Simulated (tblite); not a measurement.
Compound: C5H9FN2Si.
Cartesian coordinates in Å at the GFN2-xTB level; atoms count from 1:
```xyz
18
C5H9FN2Si angstrom
N     -1.643   -2.567   -1.191
C     -1.416   -1.691   -0.489
C     -1.109   -0.567    0.338
C     -2.042    0.659    0.228
C     -0.817    1.571    0.068
C      0.072    0.335   -0.161
N      1.300    0.267    0.548
Si     2.618   -0.750    0.129
F      3.676   -0.421    1.295
H     -0.956   -0.895    1.368
H     -2.663    0.623   -0.665
H     -2.673    0.843    1.094
H     -0.554    2.089    0.989
H     -0.852    2.291   -0.745
H      0.274    0.155   -1.218
H      1.211    0.550    1.514
H      2.382   -2.185    0.224
H      3.182   -0.300   -1.132
```

All values are computed: GFN2-xTB (tblite) harmonic vibrations without scaling, gas phase. The method is semi-empirical: single wavenumbers can be off by several per cent or more. Modes of hydrogen on silicon can be 10 to 20 % off. One conformer, not necessarily the lowest.

Harmonic wavenumbers (cm⁻¹): 42.5, 48.8, 63.7, 134.7, 148.7, 203.5, 247.5, 346.0, 389.0, 463.5, 521.8, 528.1, 543.1, 570.7, 636.3, 731.5, 797.2, 817.7, 825.4, 829.1, 918.6, 970.8, 989.7, 1032.9, 1057.4, 1084.5, 1107.7, 1136.5, 1179.8, 1198.4, 1225.7, 1232.4, 1243.1, 1271.8, 1298.7, 1389.2, 1467.6, 1482.5, 2292.8, 2342.8, 2394.6, 2958.6, 2972.6, 3006.1, 3021.5, 3024.4, 3030.3, 3425.8.

A = 2238, B = 769.4, C = 611.3 MHz; mass 144.052 u (most abundant isotopes); point group C1, symmetry number 1.

Q: What is the zero-point energy?

A: Half the sum of the wavenumbers: 29323 cm⁻¹ = 350.78 kJ/mol.

Q: Entropy at 500 K, 1 bar (ideal gas, RRHO, classical rotation)?

A: Translation 181.59, rotation 132.40, vibration 217.25: S = 531.2 J/(mol K).

Q: And Cp and H(500 K) − H(0)?

A: Cp = 238.35 J/(mol K), of which vibrations give 205.09 (their classical limit is 48 R = 399.1); H(500 K) − H(0) = 70.56 kJ/mol without the zero-point energy, 53.93 from vibrations.

Q: How do the functions run with temperature in this model?

A: 
```csv
T (K),S (J/(mol K)),Cp (J/(mol K)),H − H(0) (kJ/mol),G − H(0) (kJ/mol),ln q(vib)
150,341.0,99.2,10.29,-40.85,3.81
250,401.3,141.5,22.28,-78.04,6.55
298.15,428.0,162.7,29.61,-98.01,7.84
400,481.8,204.4,48.36,-144.38,10.54
600,577.2,265.7,95.81,-250.51,15.72
900,696.5,321.7,184.68,-442.21,22.98
```

q(vib) and H(0) count from the zero-point level.

Q: Which modes carry the vibrational entropy at 500 K?

A: 42.5 cm⁻¹: 25.79; 48.8 cm⁻¹: 24.64; 63.7 cm⁻¹: 22.43; 134.7 cm⁻¹: 16.25; 148.7 cm⁻¹: 15.44; 203.5 cm⁻¹: 12.88 J/(mol K); the other 42 give 99.82 together.

Q: What must be added to the electronic energy to get the Gibbs energy at 500 K and 1 bar?

A: ZPE + [H(500 K) − H(0)] − T·S = 350.78 + 70.56 − 265.62 = 155.72 kJ/mol.

Hindered rotation and anharmonicity are outside this model. Other conformers, if any are populated, would add a mixing term that is left out. The structure is chiral; the term R ln 2 for an equal mix with its mirror image is left out.

The run took 1.2 s wall on one thread, Arm Neoverse N1 (aarch64) (shared host). This covers the Hessian and the dipole derivatives.
